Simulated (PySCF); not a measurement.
## P⁺ (phosphorus, charge +1) across methods

[Ne] 3s2 3p1 3d1, one real determinant (an excited configuration). Calculation: PySCF 2.14, in aug-cc-pV(T+d)Z (6s5p4d2f, 55 functions); no relativity, point nucleus.

| method | E (hartree) | mean ε 3s β (eV) | mean ε 3p α (eV) | mean ε 3d α (eV) | Σ⟨r²⟩ (bohr²) | ⟨S²⟩ |
| --- | --- | --- | --- | --- | --- | --- |
| PBE0 | -340.3491 | -25.614 | -18.288 | -6.613 | 27.15 | 2.003 |
| r2SCAN0 | -340.4370 | -25.790 | -18.587 | -6.576 | 27.29 | 2.005 |
| TPSS | -340.5047 | -24.239 | -17.111 | -6.057 | 26.80 | 2.002 |
| UHF | -339.92029 | -28.644 | -22.144 | -7.491 | 29.12 | 2.010 |
| LDA | -339.2124 | -24.435 | -16.801 | -5.971 | 26.92 | 2.001 |
| revPBE | -340.4307 | -24.173 | -16.854 | -6.133 | 26.82 | 2.002 |
| CAM-B3LYP | -340.4851 | -27.199 | -19.576 | -7.411 | 27.18 | 2.002 |
| PBE | -340.3313 | -24.241 | -16.855 | -6.102 | 26.82 | 2.001 |

Estimate the same row for r2SCAN.

E (hartree) = -340.4437; mean ε 3s β (eV) = -24.497; mean ε 3p α (eV) = -17.280; mean ε 3d α (eV) = -6.085; Σ⟨r²⟩ (bohr²) = 26.99; ⟨S²⟩ = 2.004.

⟨L²⟩ = 8.01 against 12 for a pure F term, so this real determinant mixes terms. The outer electron is Rydberg-like, and this basis confines it to a smaller radius and binds it less than a complete one would.
